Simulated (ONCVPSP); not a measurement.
## How hard is this Ni ONCV potential?

```json
{"Element": "Ni", "Generator": "ONCVPSP 4.0.1", "Type": "optimised norm-conserving Vanderbilt (ONCV)", "Functional": "PBE", "Relativity": "scalar-relativistic", "Frozen core": "[Ne]", "Valence charge": "18", "Reference configuration": "3s2 3p6 3d8 4s2", "Partial waves": "3s+4s: rc 1.10 bohr, ncon 4, nbas 7, qcut 10.2 1/bohr, 2 projectors; 3p: rc 0.95 bohr, ncon 4, nbas 8, qcut 11.6 1/bohr, 3 projectors, debl 0.9 Ha; 3d: rc 1.25 bohr, ncon 4, nbas 9, qcut 14.5 1/bohr, 2 projectors, debl 3.5 Ha", "Local potential": "polynomial inside 0.70 bohr (lpopt 5, dvloc0 2 Ha)", "Core correction": "Teter function fitted to the true core (icmod 2), fcfact 0.5"}
```

In the p channel the program set the typed energies aside and used -2.623, 0.250, 1.150 Ha.

Problem. For each optimised wave give the share of its norm inside rc, the residual kinetic energy above qcut (Ha) and the cutoffs (Ha) for errors of 10, 1, 0.1 and 0.01 mHa per electron.

Solution.

```json
{"wave": "3s", "norm inside rc": "0.897", "residual KE": "3.6e-05", "10 mHa": "32.1", "1 mHa": "41.5", "0.1 mHa": "48.6", "0.01 mHa": "94.3"}
{"wave": "4s", "norm inside rc": "0.029", "residual KE": "1.4e-05", "10 mHa": "18.1", "1 mHa": "35.2", "0.1 mHa": "45.1", "0.01 mHa": "54.1"}
{"wave": "3p", "norm inside rc": "0.750", "residual KE": "1.1e-05", "10 mHa": "31.8", "1 mHa": "39.6", "0.1 mHa": "46.0", "0.01 mHa": "70.8"}
{"wave": "p projector 2", "norm inside rc": "0.042", "residual KE": "3.0e-06", "10 mHa": "24.0", "1 mHa": "33.4", "0.1 mHa": "41.0", "0.01 mHa": "48.5"}
{"wave": "p projector 3", "norm inside rc": "0.029", "residual KE": "3.4e-06", "10 mHa": "23.7", "1 mHa": "33.1", "0.1 mHa": "40.9", "0.01 mHa": "48.9"}
{"wave": "3d", "norm inside rc": "0.743", "residual KE": "3.3e-07", "10 mHa": "61.0", "1 mHa": "73.2", "0.1 mHa": "83.2", "0.01 mHa": "91.4"}
{"wave": "d projector 2", "norm inside rc": "0.089", "residual KE": "2.8e-07", "10 mHa": "60.2", "1 mHa": "74.3", "0.1 mHa": "85.6", "0.01 mHa": "94.1"}
```

The occupied waves need 73 Ha and 83 Ha for 1 and 0.1 mHa.
